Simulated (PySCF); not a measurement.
Hexafluorophosphate, PF6 (charge -1).
Bonds: F1–P2, P2–F3, P2–F4, P2–F5, P2–F6, P2–F7.

Theory: PBE0-D3(BJ)/def2-SVP geometry optimisation, gas phase (PySCF).

(1) How far are the bound atoms from P2?

(2) List the angles at P2.

(3) What is the shape at P2?

(4) What are the rotational constants (commonest isotopes, rigid rotor)?

Answers

(1) 6 atoms: F4 1.631 Å, F3 1.631 Å, F1 1.631 Å, F7 1.631 Å, F6 1.631 Å, F5 1.631 Å.

(2) 
| angle | degrees | distance of the outer atoms (Å) |
| --- | --- | --- |
| F3–P2–F4 | 180.0 | 3.26 |
| F1–P2–F7 | 180.0 | 3.26 |
| F5–P2–F6 | 180.0 | 3.26 |
| F3–P2–F5 | 90.1 | 2.31 |
| F4–P2–F6 | 90.1 | 2.31 |
| F5–P2–F7 | 90.0 | 2.31 |
| F1–P2–F6 | 90.0 | 2.31 |
| F1–P2–F3 | 90.0 | 2.31 |
| F4–P2–F7 | 90.0 | 2.31 |
| F3–P2–F7 | 90.0 | 2.31 |
| F1–P2–F4 | 90.0 | 2.31 |
| F6–P2–F7 | 90.0 | 2.31 |
| F1–P2–F5 | 89.9 | 2.31 |
| F4–P2–F5 | 89.9 | 2.30 |
| F3–P2–F6 | 89.9 | 2.30 |

(3) Octahedral: the three widest angles are 180.0°, 180.0° and 180.0°, the others run from 89.9° to 90.1°.

(4) A = 2503, B = 2501, C = 2499 MHz: a spherical top.

Point group: Oh (every atom within 0.08 Å of its image). Charge -1, singlet. No frequency check.
